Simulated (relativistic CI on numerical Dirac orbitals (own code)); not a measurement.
Hyperfine structure of I¹⁸⁺, mass number 127

Computed by Dirac-Coulomb-Breit CI, KLI orbitals optimised for each configuration, QED by a radiative potential, unscaled Slater integrals (own radial code, finite nucleus).

Configurations in the expansion (outside the closed core [Ar] 3d10): 4s2 4p5, 4s 4p6, 4s2 4p4 4d, 4s 4p5 4d, 4s2 4p4 4f, 4s 4p5 4f, 4p6 4d, 4s 4p4 4d2, 4s2 4p3 4d 4f, 4s2 4p4 5s, 4p6 4f, 4p5 4d2, 4p4 4d3, 4p4 4d2 4f, 4p4 4d2 5s. Double excitations out of closed p, d and f shells are left out; levels of such configurations are missing from the list, as are those of other unlisted configurations, and high levels can miss mixing partners.

Nuclear spin I = 5/2, μ = 2.8087 μN, Q = -0.688 b (tables of Stone and Pyykkö). The electronic factors are computed for point nuclear moments, without core polarisation or the Bohr-Weisskopf and QED corrections.

```
            Level  E (cm⁻¹)  A (GHz)  B (GHz)
  4s2 4p5 2P°_3/2         0    14.46     16.7
  4s2 4p5 2P°_1/2    112248    91.52         
    4s 4p6 2S_1/2    488366    252.2         
4s2 4p4 4d 4D_3/2    605361    12.48     5.36
4s2 4p4 4d 4D_5/2    607243    9.785     1.88
4s2 4p4 4d 4D_7/2    618575    7.986    -1.56
4s2 4p4 4d 4F_9/2    641856    7.747    -9.07
4s2 4p4 4d 2F_7/2    641917    9.333    -1.26
```

Levels with J = 0, under 50 % of one LS term, or S terms without an open s electron are left out. Small factors come from cancelling terms and can be off by tens of per cent or more.

At this charge energies of transitions that change n are usually good to better than 1 %, and those within a shell (Δn = 0) to a few per cent.

Give the hyperfine levels of 4s2 4p5 2P°_1/2 relative to its centre of gravity.

With K = F(F + 1) − I(I + 1) − J(J + 1), E = AK/2: F = 2: -160.2, F = 3: 114.4 GHz.

LS names give the leading component of a level, which can be under half, so a name can repeat, a term be missing and a line seem to break the LS rules.
